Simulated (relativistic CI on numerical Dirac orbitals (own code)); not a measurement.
One change at a time: Pb54+

Base calculation: Dirac-Coulomb-Breit CI, separate exchange-only KLI orbitals for each configuration, model QED, unscaled Slater integrals.

CI space (outside the closed core [Ne]): 3s2 3p6 3d10, 3s2 3p6 3d9 4s, 3s2 3p6 3d9 4p, 3s2 3p6 3d9 4d, 3s2 3p5 3d10 4s, 3s2 3p6 3d9 4f, 3s2 3p5 3d10 4p, 3s2 3p6 3d8 4s2, 3s2 3p5 3d10 4d, 3s2 3p6 3d8 4s 4p, 3s 3p6 3d10 4s, 3s2 3p6 3d9 5s, 3s2 3p5 3d10 4f, 3s2 3p6 3d8 4p2, 3s2 3p6 3d8 4s 4d, 3s2 3p6 3d9 5p. Levels of other configurations are missing.

Variants: (1) valence Slater integrals scaled by 0.9; (2) non-relativistic limit; (3) only the first 3 configurations. Shifts of the energy above 3s2 3p6 3d10 1S_0, in eV, for the lowest level and the first level of each name with at least 55 % of one term (blank where a level changes its place among those of its configuration and J or its character, or is not in the variant):

```csv
Level,Base,Δ(1),Δ(2),Δ(3)
3s2 3p6 3d10 1S_0,0.00,0.00,0.00,0.00
3s2 3p6 3d9 4s 3D_3,2043.55,+0.15,+278.51,+0.21
3s2 3p6 3d9 4s 1D_2,2045.77,-0.07,,+0.20
3s2 3p6 3d9 4s 3D_1,2152.92,+0.13,+169.14,+0.17
3s2 3p6 3d9 4s 3D_2,2154.28,-0.03,,+0.10
3s2 3p6 3d9 4p 3F°_2,2269.46,+0.20,+149.24,+0.05
3s2 3p6 3d9 4p 3F°_4,2337.32,+0.27,+81.39,+0.10
3s2 3p6 3d9 4p 1P°_1,2340.88,0.00,,+0.76
3s2 3p6 3d9 4p 3D°_3,2343.35,-0.33,,-0.07
3s2 3p6 3d9 4p 3P°_0,2443.04,+0.67,-28.58,+0.41
3s2 3p6 3d9 4d 1P_1,2545.79,+0.65,+36.94,
3s2 3p6 3d9 4d 3G_5,2547.71,+0.40,+34.37,
3s2 3p6 3d9 4d 3D_3,2552.49,-0.02,+32.23,
3s2 3p6 3d9 4d 3F_4,2554.68,-0.27,,
```

At this charge energies of transitions that change n are usually good to better than 1 %, and those within a shell (Δn = 0) to a few per cent.

Ionisation energy from the two ground configurations alone: base 5414.5 eV. The NIST ASD value (theoretical) is 5414 eV.

LS names give the leading component of a level, which can be under half, so a name can repeat, a term be missing and a line seem to break the LS rules.
